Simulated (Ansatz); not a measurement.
B(SMe2)H3 (C₂H₉BS). The state is a triplet with charge 0. Geometry r2SCAN-D4/def2-SVP, that of the neutral singlet; atoms count from 1.

```xyz
13

B     0.494    1.107   -1.256
S     0.721    0.134    0.417
C     0.390   -1.581   -0.048
C    -0.794    0.509    1.329
H    -0.546   -1.629   -0.624
H     0.343   -2.214    0.849
H     1.227   -1.899   -0.685
H    -1.663    0.342    0.676
H    -0.850   -0.105    2.239
H    -0.740    1.573    1.599
H     1.446    0.728   -1.918
H     0.574    2.272   -0.901
H    -0.602    0.764   -1.676
```

At PBE0-D4/def2-TZVP a singlet of charge 0 lies 6.11 eV below the triplet at the same geometry.

Question: Estimate the Mulliken populations from the PBE0/def2-TZVP orbitals of Ansatz.

Answer: 
```json
{"atom": "B1", "charge (e)": "-0.35", "spin (α − β)": "0.02"}
{"atom": "S2", "charge (e)": "0.06", "spin (α − β)": "1.46"}
{"atom": "C3", "charge (e)": "-0.26", "spin (α − β)": "0.04"}
{"atom": "C4", "charge (e)": "-0.26", "spin (α − β)": "0.04"}
{"atom": "H5", "charge (e)": "0.12", "spin (α − β)": "0.10"}
{"atom": "H6", "charge (e)": "0.12", "spin (α − β)": "0.03"}
{"atom": "H7", "charge (e)": "0.13", "spin (α − β)": "0.02"}
{"atom": "H8", "charge (e)": "0.12", "spin (α − β)": "0.10"}
{"atom": "H9", "charge (e)": "0.12", "spin (α − β)": "0.03"}
{"atom": "H10", "charge (e)": "0.13", "spin (α − β)": "0.02"}
{"atom": "H11", "charge (e)": "0.00", "spin (α − β)": "0.01"}
{"atom": "H12", "charge (e)": "0.00", "spin (α − β)": "0.01"}
{"atom": "H13", "charge (e)": "0.06", "spin (α − β)": "0.13"}
```
Mulliken values and Mayer orders depend strongly on the basis.

Question: Where does the spin sit?

Answer: Summed by element: B 0.02, S 1.46, C 0.08, H 0.44, of 2 unpaired in all. Largest on single atoms: S2 1.46, H13 0.13, H8 0.10.

Question: And the Mayer bond orders between bonded heavy atoms (over 0.3)?

Answer: B1–S2 0.81 (1.95 Å); S2–C3 0.57 (1.81 Å); S2–C4 0.57 (1.81 Å).
